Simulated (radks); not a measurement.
Results of a calculation; reference values are marked as such.
Problem. Ionisation of In3+, [Kr] 4d10, to In4+, [Kr] 4d9, under several functionals. Dirac Kohn-Sham, spin-unpolarised, spherical densities, finite nucleus; open shells fill j = l - 1/2 first; a radial shooting solver on a logarithmic mesh with Libxc functionals. The NIST Atomic Spectra Database gives 55.45 eV (measured). Rank these functionals by the error of their Delta-SCF ionisation energy: PBEsol; BLYP; OLYP; exchange-only LDA; BP86; PBE; LDA (Slater exchange, VWN5 correlation); HCTH/407; LDA (Slater exchange, Perdew-Zunger correlation).

Solution. From best to worst: BLYP 55.859 eV (+0.409); PBEsol 55.981 eV (+0.531); PBE 56.004 eV (+0.554); BP86 56.073 eV (+0.623); LDA (Slater exchange, Perdew-Zunger correlation) 56.223 eV (+0.773); OLYP 56.230 eV (+0.780); LDA (Slater exchange, VWN5 correlation) 56.238 eV (+0.788); exchange-only LDA 54.469 eV (-0.981); HCTH/407 56.768 eV (+1.318). Spin polarisation and multiplet splitting are left out, so open shells lie too high by an amount that depends on their filling.

Beside tabulated values, note that spin-unpolarised runs miss the spin-polarisation part of the exchange energy of open shells.
